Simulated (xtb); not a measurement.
AlF$_{3}$ (SMILES [F][Al]([F])[F]), singlet, from a rough starting geometry (GFN-xTB shapes and energies of metal compounds can be far from the true ones); xtb 6.7.1 with GFN2-xTB.

xtb was given this input:
```
$ xtb mol.xyz --gfn 2 --opt vtight --json

# file mol.xyz
4

Al    -0.01793971    -0.04417679    -0.00620606
F     -0.03731926     1.59575712     0.04923824
F      1.41732751    -0.79114553    -0.01519375
F     -1.43121443    -0.82867008     0.00135065
```

Task: Predict the main parts of the log of this xtb run.

Result: 
```
   ID    Z sym.   atoms
    1   13 Al     1
    2    9 F      2-4

           -------------------------------------------------
          |                Calculation Setup                |
           -------------------------------------------------

           -------------------------------------------------
          |                 G F N 2 - x T B                 |
           -------------------------------------------------

          ...................................................
          :                      SETUP                      :
          :.................................................:
          :  # basis functions                  22          :
          :  # atomic orbitals                  21          :
          :  # shells                            9          :
          :  # electrons                        24          :
          :  max. iterations                   250          :
          :  Hamiltonian                  GFN2-xTB          :
          :  restarted?                      false          :
          :  GBSA solvation                  false          :
          :  PC potential                    false          :
          :  electronic temp.          300.0000000     K    :
          :  accuracy                    1.0000000          :
          :  -> integral cutoff          0.2500000E+02      :
          :  -> integral neglect         0.1000000E-07      :
          :  -> SCF convergence          0.1000000E-05 Eh   :
          :  -> wf. convergence          0.1000000E-03 e    :
          :  Broyden damping             0.4000000          :
          :  net charge                          0          :
          :  unpaired electrons                  0          :
          ...................................................

 iter      E             dE          RMSdq      gap      omega  full diag
   1    -15.4991588 -0.154992E+02  0.266E+01    6.77       0.0  T
   2    -15.5392113 -0.400526E-01  0.157E+01    5.86       1.0  T
   3    -15.5404589 -0.124755E-02  0.302E+00    4.97       1.0  T
   4    -15.5470294 -0.657053E-02  0.180E+00    5.87       1.0  T
   5    -15.5479965 -0.967049E-03  0.952E-01    5.26       1.0  T
   6    -15.5498638 -0.186733E-02  0.368E-01    5.62       1.0  T
   7    -15.5499807 -0.116915E-03  0.201E-01    5.58       1.0  T
   8    -15.5500180 -0.372451E-04  0.744E-02    5.56       1.0  T
   9    -15.5500243 -0.635994E-05  0.100E-02    5.55       5.0  T
  10    -15.5500245 -0.128695E-06  0.274E-03    5.54      18.2  T
  11    -15.5500245 -0.702074E-08  0.597E-04    5.54      83.8  T
  12    -15.5500245 -0.564373E-09  0.689E-05    5.54     725.7  T

   *** convergence criteria satisfied after 12 iterations ***

         :::::::::::::::::::::::::::::::::::::::::::::::::::::
         ::                     SUMMARY                     ::
         :::::::::::::::::::::::::::::::::::::::::::::::::::::
         :: total energy             -15.501654754558 Eh    ::
         :: gradient norm              0.018927501779 Eh/a0 ::
         :: HOMO-LUMO gap              5.542822458111 eV    ::
         ::.................................................::
         :: SCC energy               -15.550024377436 Eh    ::
         :: -> isotropic ES            0.080795172307 Eh    ::
         :: -> anisotropic ES          0.002691612606 Eh    ::
         :: -> anisotropic XC         -0.005028099669 Eh    ::
         :: -> dispersion             -0.001233738357 Eh    ::
         :: repulsion energy           0.048369622878 Eh    ::
         :: add. restraining           0.000000000000 Eh    ::
         :: total charge              -0.000000000000 e     ::
         :::::::::::::::::::::::::::::::::::::::::::::::::::::

      -----------------------------------------------------------
     |                   =====================                   |
     |                        A N C O P T                        |
     |                   =====================                   |
     |               Approximate Normal Coordinate               |
     |                Rational Function Optimizer                |
      -----------------------------------------------------------
      -----------------------------------------------------------
     |                   =====================                   |
     |                        A N C O P T                        |
     |                   =====================                   |
     |               Approximate Normal Coordinate               |
     |                Rational Function Optimizer                |
      -----------------------------------------------------------

          ...................................................
          :                      SETUP                      :
          :.................................................:
          :   optimization level         verytight          :
          :   max. optcycles                   200          :
          :   ANC micro-cycles                  20          :
          :   degrees of freedom                 6          :
          :.................................................:
          :   RF solver                   davidson          :
          :   write xtbopt.log                true          :
          :   linear?                        false          :
          :   energy convergence         0.1000000E-06 Eh   :
          :   grad. convergence          0.2000000E-03 Eh/α :
          :   maxmium RF displ.          1.0000000          :
          :   Hlow (freq-cutoff)         0.1000000E-01      :
          :   Hmax (freq-cutoff)         5.0000000          :
          :   S6 in model hess.         20.0000000          :
          ...................................................

generating ANC from exact Hessian ...
Using Lindh-Hessian (1995)
 Shifting diagonal of input Hessian by    9.6784251466903795E-003
 Lowest  eigenvalues of input Hessian
[...]
 * total energy  :   -15.5016548 Eh     change       -0.4838796E-11 Eh
 * total energy  :   -15.5004300 Eh     change        0.1224777E-02 Eh
 * total energy  :   -15.5019318 Eh     change       -0.1501798E-02 Eh
 * total energy  :   -15.5020020 Eh     change       -0.7020468E-04 Eh
 * total energy  :   -15.5020451 Eh     change       -0.4313096E-04 Eh
 * total energy  :   -15.5020639 Eh     change       -0.1877198E-04 Eh
 * total energy  :   -15.5020768 Eh     change       -0.1293344E-04 Eh
 * total energy  :   -15.5020808 Eh     change       -0.3946345E-05 Eh
 * total energy  :   -15.5020818 Eh     change       -0.1050916E-05 Eh
 * total energy  :   -15.5020818 Eh     change       -0.3562647E-08 Eh
   *** GEOMETRY OPTIMIZATION CONVERGED AFTER 10 ITERATIONS ***
[...]
          :  electronic temp.          300.0000000     K    :
          :  accuracy                    1.0000000          :
          :  -> integral cutoff          0.2500000E+02      :
          :  -> integral neglect         0.1000000E-07      :
          :  -> SCF convergence          0.1000000E-05 Eh   :
          :  -> wf. convergence          0.1000000E-03 e    :
          :  Broyden damping             0.4000000          :
          :  net charge                          0          :
          :  unpaired electrons                  0          :
          ...................................................

 iter      E             dE          RMSdq      gap      omega  full diag
   1    -15.5479527 -0.155480E+02  0.796E-06    5.53       0.0  T
   2    -15.5479527  0.177636E-14  0.387E-06    5.53   12913.8  T
   3    -15.5479527  0.177636E-14  0.273E-06    5.53   18306.5  T

   *** convergence criteria satisfied after 3 iterations ***

         :::::::::::::::::::::::::::::::::::::::::::::::::::::
         ::                     SUMMARY                     ::
         :::::::::::::::::::::::::::::::::::::::::::::::::::::
         :: total energy             -15.502081817096 Eh    ::
         :: gradient norm              0.000021668849 Eh/a0 ::
         :: HOMO-LUMO gap              5.532255296335 eV    ::
         ::.................................................::
         :: SCC energy               -15.547952654636 Eh    ::
         :: -> isotropic ES            0.080656679707 Eh    ::
         :: -> anisotropic ES          0.002711662155 Eh    ::
         :: -> anisotropic XC         -0.005085540527 Eh    ::
         :: -> dispersion             -0.001232579996 Eh    ::
         :: repulsion energy           0.045870837540 Eh    ::
         :: add. restraining           0.000000000000 Eh    ::
         :: total charge               0.000000000000 e     ::
         :::::::::::::::::::::::::::::::::::::::::::::::::::::

           -------------------------------------------------
          |                Property Printout                |
           -------------------------------------------------

    * Orbital Energies and Occupations

         #    Occupation            Energy/Eh            Energy/eV
      -------------------------------------------------------------
         1        2.0000           -0.8624487             -23.4684
         2        2.0000           -0.8405520             -22.8726
         3        2.0000           -0.8405491             -22.8725
         4        2.0000           -0.5839468             -15.8900
         5        2.0000           -0.5548375             -15.0979
         6        2.0000           -0.5548354             -15.0978
         7        2.0000           -0.5502730             -14.9737
         8        2.0000           -0.5502673             -14.9735
         9        2.0000           -0.5442205             -14.8090
        10        2.0000           -0.5387672             -14.6606
        11        2.0000           -0.5387634             -14.6605
        12        2.0000           -0.5342874             -14.5387 (HOMO)
        13                         -0.3309808              -9.0064 (LUMO)
        14                         -0.1693158              -4.6073
        15                         -0.0645684              -1.7570
        16                         -0.0645557              -1.7567
        17                         -0.0597991              -1.6272
        18                         -0.0597741              -1.6265
        19                          0.3743471              10.1865
        20                          0.9720756              26.4515
        21                          0.9721536              26.4536
      -------------------------------------------------------------
                  HL-Gap            0.2033066 Eh            5.5323 eV
             Fermi-level           -0.4326341 Eh          -11.7726 eV

     #   Z          covCN         q      C6AA      α(0)
     1  13 Al       2.016     0.620   159.993    30.350
     2   9 F        0.672    -0.207    11.323     3.972
     3   9 F        0.672    -0.207    11.323     3.972
     4   9 F        0.672    -0.207    11.323     3.972

 Mol. C6AA /au·bohr⁶  :        467.712710
 Mol. C8AA /au·bohr⁸  :      25412.395675
 Mol. α(0) /au        :         42.266639

Wiberg/Mayer (AO) data.
largest (>0.10) Wiberg bond orders for each atom

 ---------------------------------------------------------------------------
     #   Z sym  total        # sym  WBO       # sym  WBO       # sym  WBO
 ---------------------------------------------------------------------------
     1  13 Al   3.834 --     3 F    1.278     4 F    1.278     2 F    1.278
     2   9 F    1.370 --     1 Al   1.278
     3   9 F    1.370 --     1 Al   1.278
     4   9 F    1.370 --     1 Al   1.278
 ---------------------------------------------------------------------------

Topologies differ in total number of bonds
Writing topology from bond orders to xtbtopo.mol

molecular dipole:
                 x           y           z       tot (Debye)
 q only:        0.000      -0.000       0.000
   full:        0.000      -0.000       0.000       0.000
molecular quadrupole (traceless):
                xx          xy          yy          xz          yz          zz
 q only:       -1.473      -0.001      -1.471       0.027      -0.102       2.944
  q+dip:       -1.643      -0.001      -1.641       0.030      -0.114       3.284
   full:       -3.530      -0.001      -3.525       0.065      -0.245       7.055

optimized geometry written to: xtbopt.xyz

           -------------------------------------------------
          | TOTAL ENERGY              -15.502081817096 Eh   |
          | GRADIENT NORM               0.000021668849 Eh/α |
          | HOMO-LUMO GAP               5.532255296335 eV   |
           -------------------------------------------------

normal termination of xtb
```
